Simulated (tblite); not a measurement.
Compound: C4H14FNSi2.
Geometry (GFN2-xTB, Å), atoms numbered from 1 in this order:
```
atom  x, y, z in Å
C1     3.2027    1.2992    0.2959
Si2    2.0606   -0.2159    0.3142
C3     0.3224    0.3339   -0.2404
C4    -0.7861   -0.7024   -0.0418
C5    -0.5908   -1.8590   -1.0031
F6    -1.5417   -2.8348   -0.8013
Si7   -2.5176    0.0765   -0.2744
N8    -2.5830    1.3409    0.8986
H9     2.8430    2.0778    0.9618
H10    3.2772    1.7287   -0.6988
H11    4.2057    1.0337    0.6140
H12    1.9819   -0.7669    1.6752
H13    2.6213   -1.2414   -0.5790
H14    0.3393    0.6278   -1.2925
H15    0.0490    1.2322    0.3169
H16   -0.7056   -1.1109    0.9711
H17    0.3809   -2.3467   -0.8687
H18   -0.6974   -1.5352   -2.0437
H19   -3.5535   -0.9572   -0.1754
H20   -2.5922    0.7605   -1.5691
H21   -2.3441    1.1265    1.8542
H22   -3.3824    1.9523    0.8837
```

Method: GFN2-xTB as coded in tblite; computed harmonic values from a numerical Hessian at the method's own geometry, unscaled. Errors from tens to a few hundred cm⁻¹ against measured bands are possible. Modes of hydrogen on silicon can be 10 to 20 % off. One conformer, not necessarily the lowest.

Harmonic wavenumbers (cm⁻¹): 25.6, 48.3, 60.8, 86.3, 108.9, 124.5, 156.8, 190.4, 195.1, 223.9, 271.6, 342.1, 440.8, 458.8, 518.0, 564.6, 577.6, 586.4, 676.5, 692.9, 718.4, 741.1, 758.5, 768.8, 792.0, 793.3, 829.4, 835.0, 848.6, 895.0, 968.4, 1020.0, 1046.7, 1110.0, 1157.9, 1197.2, 1238.5, 1300.5, 1310.3, 1342.8, 1375.5, 1468.1, 1474.1, 1489.7, 1494.6, 1526.2, 2193.4, 2208.1, 2223.5, 2247.7, 2924.0, 2934.2, 2944.8, 2958.1, 2975.2, 3039.3, 3041.8, 3050.6, 3471.8, 3509.9.

A = 1679, B = 734.3, C = 541.0 MHz; mass 151.065 u (most abundant isotopes); point group C1, symmetry number 1.

Question: What is the zero-point energy?

Answer: ½Σν̃ = 37286 cm⁻¹ = 106.61 kcal/mol.

Question: What is S at 200 K and 1 bar for an ideal gas of classical rigid rotors and harmonic oscillators?

Answer: Translation 38.99, rotation 29.37, vibration 30.60: S = 99.0 cal/(mol K).

Question: And Cp and H(200 K) − H(0)?

Answer: Cp = 36.46 cal/(mol K), of which vibrations give 28.51 (their classical limit is 60 R = 119.2); H(200 K) − H(0) = 4.69 kcal/mol without the zero-point energy, 3.10 from vibrations.

Question: Which modes carry the vibrational entropy at 200 K?

Answer: 25.6 cm⁻¹: 5.35; 48.3 cm⁻¹: 4.10; 60.8 cm⁻¹: 3.65; 86.3 cm⁻¹: 2.97; 108.9 cm⁻¹: 2.52; 124.5 cm⁻¹: 2.27 cal/(mol K); the other 54 give 9.75 together.

Question: What must be added to the electronic energy to get the Gibbs energy at 200 K and 1 bar?

Answer: ZPE + [H(200 K) − H(0)] − T·S = 106.61 + 4.69 − 19.79 = 91.51 kcal/mol.

Question: Blend soft modes into free rotors: weight 1/[1 + (100 cm⁻¹/ν̃)⁴] for the oscillator and the rest for a rotor with moment μB/(μ + B), μ = h/(8π²ν), B = 10⁻⁴⁴ kg m². What vibrational entropy results?

Answer: 27.39 cal/(mol K) in place of 30.60, which changes −T·S at 200 K by +0.64 kcal/mol.

Hindered rotation and anharmonicity are outside this model. Other conformers, if any are populated, would add a mixing term that is left out. The structure is chiral; the term R ln 2 for an equal mix with its mirror image is left out.

On one thread of an Arm Neoverse N1, on a shared host, this took 1.8 s of wall time. The figure is for the frequency step alone.
